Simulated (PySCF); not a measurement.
Bonding in `CP1(=O)CCCCC1`

C6H13OP.
Atom-mapped SMILES: `[CH3:1][P:2]1(=[O:3])[CH2:4][CH2:5][CH2:6][CH2:7][CH2:8]1` (hydrogens: H9, H10, H11 on C1; H12, H13 on C4; H14, H15 on C5; H16, H17 on C6; H18, H19 on C7; H20, H21 on C8)

Geometry (GFN2-xTB, Å), atoms numbered from 1 in this order:
```
atom  x, y, z in Å
C1     2.122   -0.221   -0.856
P2     1.218    0.508    0.564
O3     2.107    1.198    1.508
C4    -0.092    1.579   -0.145
C5    -1.159    0.797   -0.897
C6    -1.822   -0.259   -0.015
C7    -0.860   -1.369    0.405
C8     0.243   -0.852    1.317
H9     2.858   -0.914   -0.453
H10    1.476   -0.735   -1.559
H11    2.649    0.588   -1.359
H12    0.387    2.325   -0.785
H13   -0.528    2.110    0.707
H14   -0.717    0.312   -1.770
H15   -1.923    1.491   -1.259
H16   -2.230    0.221    0.878
H17   -2.655   -0.705   -0.564
H18   -1.419   -2.150    0.928
H19   -0.422   -1.823   -0.486
H20   -0.177   -0.436    2.237
H21    0.936   -1.648    1.604
```

Bond orders from the PBE0/pcSseg-1 density (PySCF). Isolated species at its GFN2-xTB geometry (one conformer only).

Task: How far do the computed orders between heavy atoms stray from the drawn ones?

Result: The largest departure is 0.135, at P2–O3 (drawn double, 1.865).

Task: Set the Mayer orders of the bonds beside their lengths.

Result: 
```csv
bond,drawn as,length (Å),Mayer order
C1–P2,single,1.834,0.948
P2–O3,double,1.469,1.865
P2–C4,single,1.835,0.907
C4–C5,single,1.522,1.007
C5–C6,single,1.527,1.034
C6–C7,single,1.527,1.034
C7–C8,single,1.522,1.007
C8–P2,single,1.835,0.907
C1–H9,single,1.089,0.949
C1–H10,single,1.085,0.929
C1–H11,single,1.089,0.949
C4–H12,single,1.093,0.939
C4–H13,single,1.094,0.933
C5–H14,single,1.092,0.945
C5–H15,single,1.094,0.951
C6–H16,single,1.093,0.945
C6–H17,single,1.093,0.953
C7–H18,single,1.094,0.951
C7–H19,single,1.092,0.945
C8–H20,single,1.094,0.933
C8–H21,single,1.093,0.939
```

By pair of heavy elements: C–P: lowest P2–C4 and C8–P2 (0.907, 1.835 Å), highest C1–P2 (0.948, 1.834 Å). C–C: lowest C4–C5 and C7–C8 (1.007, 1.522 Å), highest C5–C6 and C6–C7 (1.034, 1.527 Å); in 4 of the 6 pairs the longer bond (by over 0.003 Å) has the higher order (by 0.02 or more). Bonds named together lie within 0.004.

Task: Sum the orders of all bonds at each heavy atom with more than one neighbour and set the sums beside the valence in the SMILES.

Result: C1 3.775 (drawn 4), P2 4.627 (drawn 5), C4 3.786 (drawn 4), C5 3.937 (drawn 4), C6 3.966 (drawn 4), C7 3.937 (drawn 4), C8 3.786 (drawn 4). Orders between atoms that aren't bonded are not in these sums.

Mayer orders depend on the basis set.
